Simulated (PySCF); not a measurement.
Species: C4H6FO2Si (doublet state).
Atom-mapped SMILES: `[O:1]=[CH:2][CH2:3]/[C:4]([F:5])=[CH:6]\[O:7][SiH2:8]` (hydrogens: H9 on C2; H10, H11 on C3; H12 on C6; H13, H14 on Si8)

Geometry (GFN2-xTB, Å), atoms numbered from 1 in this order:
```
atom  x, y, z in Å
O1    -3.5127   -0.7940    0.2849
C2    -2.3781   -0.4415    0.4188
C3    -1.3573   -0.3705   -0.6946
C4    -0.4760    0.8262   -0.5661
F5    -1.0637    2.0023   -0.9043
C6     0.7865    0.8621   -0.1368
O7     1.4472   -0.2441    0.2119
Si8    2.8513   -0.5449    1.0011
H9    -1.9756   -0.1371    1.4042
H10   -1.8779   -0.3715   -1.6548
H11   -0.7281   -1.2615   -0.6226
H12    1.3173    1.8043   -0.0810
H13    3.8155    0.5316    0.8341
H14    3.1511   -1.8620    0.4829
```

The hyperfine couplings belong to this conformer and change with its torsions.

Method used: UKS B3LYP, pcH-1 on C F H O Si, non-relativistic, mean-field spin-orbit, GIAO in PySCF. One conformer (not necessarily the lowest) at the GFN2-xTB geometry, without solvent, vibrations or thermal averaging. A GFN2-xTB geometry isn't a minimum of the functional, and hyperfine couplings can be far from their values at a DFT geometry, by a factor of two or more for some ions and for spin on atoms past the first row. No stability test was run, so a lower SCF solution isn't excluded.

Principal values of hyperfine tensors in MHz (contact, dipolar and spin–orbit terms together), for some of the nuclei:

| atom | isotope | A1 | A2 | A3 |
| --- | --- | --- | --- | --- |
| Si8 | 29Si | -686.86 | -456.58 | -455.65 |
| H13 | 1H | 84.64 | 94.02 | 101.40 |
| O7 | 17O | -59.77 | -7.35 | -6.16 |
| F5 | 19F | -7.91 | -5.40 | 41.14 |
| C6 | 13C | -11.99 | -5.09 | -2.44 |
| C4 | 13C | 0.99 | 1.73 | 16.67 |
| C2 | 13C | 4.90 | 4.96 | 5.85 |
| H10 | 1H | 3.02 | 3.21 | 4.84 |

(1) Split each tensor into its isotropic and traceless parts, and turn a_iso into mT with g = 2.0026.

(2) What spin density at the nucleus of C6 lies behind its contact coupling (g_N = 1.40482)?

(3) H14 (1H, g_N = 5.58569) isn't in the table. Its spin density at the nucleus is 0.0199 bohr⁻³. What is its contact coupling?

(4) Which nucleus of the table has the largest anisotropic coupling, and what is its form?

(5) What first-order splitting does H13 cause when the field lies along A1, A2 or A3 of its tensor (g taken as isotropic, no quadrupole term)?

Answers

(1) a_iso = (A1 + A2 + A3)/3, Ti = Ai − a_iso; 1 mT corresponds to 28.028 MHz. The tensors hold a spin–orbit part: the run splits a_iso into a_FC + a_SO, and T includes its anisotropic share.

```json
{"atom": "Si8", "a_iso (MHz)": "-533.03", "a_FC": "-534.06", "a_SO": "1.02", "a_iso (mT)": "-19.018", "T1": "-153.83", "T2": "76.45", "T3": "77.38"}
{"atom": "H13", "a_iso (MHz)": "93.36", "a_FC": "93.35", "a_SO": "0.01", "a_iso (mT)": "3.331", "T1": "-8.71", "T2": "0.67", "T3": "8.05"}
{"atom": "O7", "a_iso (MHz)": "-24.43", "a_FC": "-24.34", "a_SO": "-0.08", "a_iso (mT)": "-0.872", "T1": "-35.35", "T2": "17.08", "T3": "18.27"}
{"atom": "F5", "a_iso (MHz)": "9.27", "a_FC": "9.34", "a_SO": "-0.07", "a_iso (mT)": "0.331", "T1": "-17.18", "T2": "-14.68", "T3": "31.86"}
{"atom": "C6", "a_iso (MHz)": "-6.51", "a_FC": "-6.51", "a_SO": "0.01", "a_iso (mT)": "-0.232", "T1": "-5.49", "T2": "1.42", "T3": "4.07"}
{"atom": "C4", "a_iso (MHz)": "6.46", "a_FC": "6.47", "a_SO": "0.00", "a_iso (mT)": "0.231", "T1": "-5.47", "T2": "-4.73", "T3": "10.21"}
{"atom": "C2", "a_iso (MHz)": "5.24", "a_FC": "5.24", "a_SO": "0.00", "a_iso (mT)": "0.187", "T1": "-0.34", "T2": "-0.28", "T3": "0.61"}
{"atom": "H10", "a_iso (MHz)": "3.69", "a_FC": "3.69", "a_SO": "0.00", "a_iso (mT)": "0.132", "T1": "-0.67", "T2": "-0.48", "T3": "1.15"}
```

(2) a_FC = 800.24 MHz bohr³ × g_N × ρ(0)/(2S). With a_FC = -6.51 MHz and 2S = 1, ρ(0) = -0.005794 bohr⁻³.

(3) By the same relation, a_FC = 89.0 MHz. Its full tensor has the principal values 80.78, 89.54, 96.60 MHz.

(4) Si8: -153.8, 76.4, 77.4 MHz (the dipolar term alone has -152.8, 76.1, 76.7), axial, in the ratio +1:+1:−2, the form that spin in one p orbital centred on that nucleus gives (the nuclear moment is negative).

(5) 2 lines (I = 1/2), spaced by |A_i|/(g × 13.996): 3.02, 3.35, 3.62 mT along the axes of A1, A2 and A3.
